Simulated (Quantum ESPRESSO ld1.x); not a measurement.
Question: Valence configurations of neutral nickel (all share [Ar]). Method: Dirac Kohn-Sham, relativistic LDA (MacDonald-Vosko exchange, VWN5 correlation), spin-unpolarised, spherical densities, point nucleus; open shells fill j = l - 1/2 first; computed with ld1.x of Quantum ESPRESSO 7.5. Order these by energy: 3d7 4s2 4p1; 3d8 4s1 4p1; 3d9 4s1; 3d7.5 4s2 4p0.5; 3d9 4s0.5 4p0.5; 3d8 4p2; 3d9.5 4s0.5; 3d6 4s2 4p2; 3d8.5 4s1.5; 3d8 4s2.

Answer: From the lowest, in eV above it: 3d9 4s1 0.000; 3d9.5 4s0.5 0.227; 3d8.5 4s1.5 0.397; 3d8 4s2 1.565; 3d9 4s0.5 4p0.5 1.956; 3d7.5 4s2 4p0.5 6.088; 3d8 4s1 4p1 6.184; 3d8 4p2 11.105; 3d7 4s2 4p1 12.074; 3d6 4s2 4p2 28.870. NIST lists [Ar] 3d8 4s2 as the ground configuration; this level of theory puts 3d9 4s1 lower, by 1.565 eV. The energies are those of spherical spin-averaged densities, not of single terms.
